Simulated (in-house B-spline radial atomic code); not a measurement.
A calculation on Os3+ (an excited or competing configuration): its settings, and results tabulated from the run. Level of theory: Dirac-Hartree-Fock, average of the jj configuration, Fermi nucleus of rms radius 5.4126 fm; calculated with an all-electron radial atomic-structure program (B-spline basis).

In the input, a minus or plus after the letter marks the j = l - 1/2 or j = l + 1/2 subshell.

Command:
```bash
python run_scf.py task.json out
```
Settings (nuclear radius in fm, mass in u):
```
Z                76
configuration    1s2 2s2 2p6 3s2 3p6 3d10 4s2 4p6 4d10 4f-5 4f+8 5s2 5p6 5d-1 5d+5
hamiltonian      dirac
method           hf
spin_polarised   False
nucleus          fermi
rms_radius       5.4126
atomic_mass      191.96148
speed_of_light   137.035999084
```

Output (hartree, bohr):
```
 radial grid: 72 intervals, B-splines of order 8, outer radius 39.1892 bohr

 iter        energy (Eh)    residual
    1      -17265.100582    6.97e-01
    2      -17266.884343    1.11e-01
    3      -17267.207575    3.22e-02
    4      -17267.220534    1.32e-02
    5      -17267.222972    2.24e-03
    6      -17267.223121    4.68e-04
    7      -17267.223124    1.50e-04
    8      -17267.223125    5.50e-05
    9      -17267.223125    2.23e-06
   10      -17267.223125    1.51e-07

 total energy                    -17267.22312
 kinetic                           19585.6693
 electron-nucleus                 -43154.3045
 electron-electron                  6301.4121

 first-order corrections (not in the total)
   Gaunt                            21.1340
   retardation                      -2.2409
   frequency dependence             -0.3827
   self-energy                      15.5288
   Uehling                          -3.0042
   Wichmann-Kroll                    0.1241
   recoil                            0.0302

 orbital      occ     eigenvalue          <r>       <r^2>       <1/r>       <r^4>     <1/r^2>       r_max    small
 1s1/2      2.000     -2733.9674    0.0177345  0.00043347     90.4053 5.12851e-07     19866.1     0.01103  8.26e-02
 2s1/2      2.000      -482.6408    0.0742185  0.00657899     22.1014 7.58522e-05     2745.49     0.06356  1.88e-02
 2p1/2      2.000      -461.1408    0.0613844  0.00469698       22.02 4.57472e-05     863.278     0.04717  1.88e-02
 2p3/2      4.000      -404.7758    0.0695368  0.00588824     18.3029  6.8133e-05     457.709     0.05418  1.69e-02
 3s1/2      2.000      -115.9838     0.192968   0.0427288     8.12837  0.00276638     621.941      0.1788  6.25e-03
 3p1/2      2.000      -106.4046     0.183362    0.039216     8.02923  0.00244286     199.205      0.1674  6.18e-03
 3p3/2      4.000       -93.9537      0.19832   0.0456753     7.06944  0.00328197     107.442      0.1816  5.64e-03
 3d3/2      4.000       -78.1136     0.173497   0.0353558     6.94648  0.00221877     60.4715      0.1422  5.49e-03
 3d5/2      6.000       -75.4888     0.178149    0.037154      6.7211  0.00243113      55.784      0.1462  5.34e-03
 4s1/2      2.000       -26.9975     0.430907     0.20959     3.41025   0.0634848     154.368       0.405  2.06e-03
 4p1/2      2.000       -22.9062     0.435315    0.215604     3.29805   0.0689596     48.5898      0.4046  1.97e-03
 4p3/2      4.000       -19.9739      0.46654    0.247419     2.98418   0.0907673     26.6649      0.4333  1.78e-03
 4d3/2      4.000       -13.2204     0.479974    0.266469     2.76858    0.113307     13.8957      0.4291  1.58e-03
 4d5/2      6.000       -12.7665     0.490308    0.277922     2.69543      0.1233     12.8518      0.4382  1.53e-03
 4f5/2      5.000        -4.2295     0.533688    0.345569     2.30458    0.246029      6.6382       0.402  1.16e-03
 4f7/2      8.000        -4.1547     0.541928    0.357052     2.27142    0.265921     6.44328      0.4068  1.14e-03
 5s1/2      2.000        -5.3052      1.00469     1.13152     1.34145     1.86404     28.5796      0.9131  4.76e-04
 5p1/2      2.000        -3.8639      1.08255     1.32136     1.23222     2.61015     8.35158      0.9668  4.13e-04
 5p3/2      4.000        -3.4696      1.17337     1.55248     1.11644      3.6173     4.53082       1.043  3.54e-04
 5d3/2      1.000        -1.6011      1.52067     2.66654    0.849933     11.7793      1.6807       1.261  2.14e-04
 5d5/2      5.000        -1.5690      1.55982     2.80303    0.825431     12.9672     1.53981       1.294  2.03e-04
```

Time taken, with all properties: 2.2 s on 1 thread of Arm Neoverse N1 (shared host).

For the Dirac Hamiltonian the kinetic term is c α·p + (β - 1)c².
